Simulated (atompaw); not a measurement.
# Plane-wave convergence, PAW (atompaw) potential for lanthanum

```
Element                 : lanthanum
Generator               : atompaw 4.2.0.5
Type                    : PAW
Functional              : LDA (PW92)
Relativity              : scalar-relativistic
Frozen core             : [Kr] 4d10
Valence charge          : 11
Reference configuration : 4f0 5s2 5p6 5d1 6s1.5 6p0 (charge +0.5)
Partial waves           : 5s (bound): rc 2.50 bohr; 6s (bound): rc 3.00 bohr; 5p (bound): rc 2.15 bohr; 6p (bound, empty): rc 2.65 bohr; 5d (bound): rc 3.00 bohr; 5d channel at -0.05 Ry: rc 3.00 bohr; 4f (bound, empty): rc 1.95 bohr; 4f channel at 0.3 Ry: rc 1.95 bohr
Local potential         : bessel scheme, radius 2.55 bohr
Core correction         : smooth core density matched at 1.90 bohr
Augmentation charge     : besselshape compensation charge, radius 2.20 bohr; PAW radius 3.00 bohr; waves and projectors: custom rrkj gramschmidtortho
```

The pseudo-atom Hamiltonian at the reference potential is diagonalised in spherical Bessel functions j_l(qr) that vanish at 20 bohr, with q² up to the cutoff. All-electron valence levels (Ry): 5s -3.0785, 6s -0.4509, 5p -1.8582, 6p -0.2504, 5d -0.4291, 4f -0.5440.

How do the lowest levels (Ry) of each channel move with the cutoff, and are there ghosts?

| cutoff (Ry) | s #1 | s #2 | s #3 | p #1 | p #2 | d #1 | d #2 | f #1 | Σ f·Δε (mRy) |
| --- | --- | --- | --- | --- | --- | --- | --- | --- | --- |
| 8 | -3.0770 | -0.4416 | -0.0886 | -1.8274 | -0.2334 | -0.4230 | -0.0523 | 0.0054 | 207.8 |
| 10 | -3.0782 | -0.4494 | -0.0906 | -1.8425 | -0.2388 | -0.4282 | -0.0529 | -0.0050 | 97.9 |
| 12 | -3.0782 | -0.4507 | -0.0911 | -1.8512 | -0.2440 | -0.4289 | -0.0530 | -0.1229 | 43.0 |
| 15 | -3.0783 | -0.4507 | -0.0911 | -1.8571 | -0.2493 | -0.4290 | -0.0530 | -0.3418 | 7.3 |
| 18 | -3.0785 | -0.4509 | -0.0911 | -1.8579 | -0.2502 | -0.4291 | -0.0530 | -0.4322 | 1.8 |
| 21 | -3.0785 | -0.4509 | -0.0911 | -1.8580 | -0.2503 | -0.4291 | -0.0530 | -0.4862 | 1.2 |
| 25 | -3.0785 | -0.4509 | -0.0911 | -1.8580 | -0.2503 | -0.4291 | -0.0530 | -0.5254 | 1.0 |
| 30 | -3.0785 | -0.4509 | -0.0911 | -1.8581 | -0.2504 | -0.4291 | -0.0530 | -0.5394 | 0.4 |
| 35 | -3.0785 | -0.4509 | -0.0911 | -1.8582 | -0.2504 | -0.4291 | -0.0530 | -0.5431 | 0.1 |
| 40 | -3.0785 | -0.4510 | -0.0911 | -1.8582 | -0.2504 | -0.4291 | -0.0530 | -0.5434 | 0.1 |
| 400 | -3.0785 | -0.4510 | -0.0911 | -1.8582 | -0.2504 | -0.4291 | -0.0530 | -0.5440 | 0.0 |

Result: no extra level below or beside the all-electron valence levels (s, p, d, f tested); 10 mRy is reached at 15 Ry and 1 mRy at 30 Ry.

The cutoffs count occupied waves only; the empty 4f level needs 30 Ry at the loose tolerance.
